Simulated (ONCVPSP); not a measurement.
Varying the ONCV potential for Ca

Base potential:

ONCVPSP 4.0.1 input, shortened (lines: element, Z, core and valence counts, functional; n l f; lmax; l rc ep ncon nbas qcut; lloc lpopt rc5 dvloc0; l nproj debl; icmod fcfact rcfact), LDA (Perdew-Wang 92), scalar-relativistic:

```
  Ca 20.00    3    3  -001012      upf
    1    0    2.00
    2    0    2.00
    2    1    6.00
    3    0    2.00
    3    1    6.00
    4    0    2.00
    3
    0    1.65    0.00    5    8    6.70
    1    1.70    0.00    4    7   10.10
    2    1.40    0.20    5    9    8.20
    3    1.80    0.25    4    7    7.00
    4    3    1.10    6.00
    0    2    3.40
    1    2    3.00
    2    1    0.90
    3    2    1.70
    2    0.40    0.65
```

In the d channel the program set the typed energies aside and used 0.050 Ha.

All-electron outer shells of the reference configuration (LDA (PZ), scalar-relativistic, ld1.x):

```
shell  level (eV)  outermost node (bohr)  outermost maximum (bohr)
   3s      -46.82                   0.45                      0.99
   3p      -27.98                   0.42                      1.04
   4s       -3.87                   1.43                      3.33
```

Cutoffs, loose and tight: the cutoffs (Ha) at which the residual kinetic energy of the hardest occupied pseudo-wave falls to 1 and 0.1 mHa per electron. They do not see the model core or the augmentation charge, which bear on the density cutoff. Test errors are all-electron minus pseudo excitation energies from the reference, over the configurations 3s2 3p6 4s1; 3s2 3p6 4s0; 3s2 3p6 4s1.5; 3s2 3p6 3d1 4s0. A dash means not determined; rows that change the core or the reference have their own tests.

A true bound ghost makes a file unfit for plane-wave use even where its test errors are small: the radial tests pick states by their node count and pass the ghost by.

```tsv
change	outcome	cutoff, loose	cutoff, tight	bound ghosts	GHOST(+) flags above zero	largest test error (meV)
base	generated, projector energies reset by the program	19 Ha	32 Ha	none	none	-0.9
local potential polynomial inside 1.10 bohr (lpopt 3, dvloc0 -1 Ha)	generated, projector energies reset by the program	19 Ha	32 Ha	none	none	+1.5
local potential polynomial inside 1.10 bohr (lpopt 3, dvloc0 0 Ha)	generated, projector energies reset by the program	19 Ha	32 Ha	none	none	+1.3
local potential polynomial inside 1.10 bohr (lpopt 3, dvloc0 2 Ha)	generated, projector energies reset by the program	19 Ha	32 Ha	none	none	+1.1
local potential polynomial inside 1.10 bohr (lpopt 3, dvloc0 2.5 Ha)	generated, projector energies reset by the program	19 Ha	32 Ha	none	none	+1.0
local potential polynomial inside 1.10 bohr (lpopt 3, dvloc0 4.5 Ha)	generated, projector energies reset by the program	19 Ha	32 Ha	none	none	-0.9
local potential polynomial inside 1.10 bohr (lpopt 3, dvloc0 5.5 Ha)	generated, projector energies reset by the program	19 Ha	32 Ha	none	none	-0.9
local potential polynomial inside 1.10 bohr (lpopt 3, dvloc0 6.5 Ha)	generated, projector energies reset by the program	19 Ha	32 Ha	none	none	-0.9
local potential polynomial inside 1.10 bohr (lpopt 3, dvloc0 8.5 Ha)	generated, projector energies reset by the program	19 Ha	32 Ha	none	none	-0.9
local potential polynomial inside 1.10 bohr (lpopt 3, dvloc0 9 Ha)	generated, projector energies reset by the program	19 Ha	32 Ha	none	none	-0.9
```

Question: What comes out with this change to the base: local potential polynomial inside 1.10 bohr (lpopt 3, dvloc0 -2.5 Ha)?

Answer: outcome: generated, projector energies reset by the program; cutoff, loose: 19 Ha; cutoff, tight: 32 Ha; bound ghosts: f; GHOST(+) flags above zero: none; largest test error (meV): +1.9.

Reading the sweep of the dvloc0 (base included, trends over the rows without a ghost): The loose cutoff stays near 19 Ha. The median size of the test errors (rows with all tests solved) stays near 0.5 meV. Bound ghosts are found at -2.5 Ha.
